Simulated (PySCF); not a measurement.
## Correlation energy of Xe (xenon, neutral)

[Kr] 4d10 5s1 5p6 5d1, high-spin 3D determinant (an excited configuration). All numbers are calculated (PySCF 2.14, a scalar-relativistic core potential, in aug-cc-pwCVTZ-PP with ECP28MDF (8s7p6d4f1g, 96 functions)). Frozen: 4s2 4p6 4d10; 8 electrons correlated.

| level | correlation energy (mhartree) |
| --- | --- |
| CCSD | -288.79 |
| (T) | -42.43 |
| CCSD(T) | -331.22 |

Diagnostics: T1 = 0.021, D1 = 0.0544, largest double amplitude 0.315.

Problem. Is a single reference adequate?

Solution. Not fully. The outer electron is Rydberg-like, and this basis confines it to a smaller radius and binds it less than a complete one would. A double-excitation amplitude exceeds 0.15, a sign of near-degeneracy.
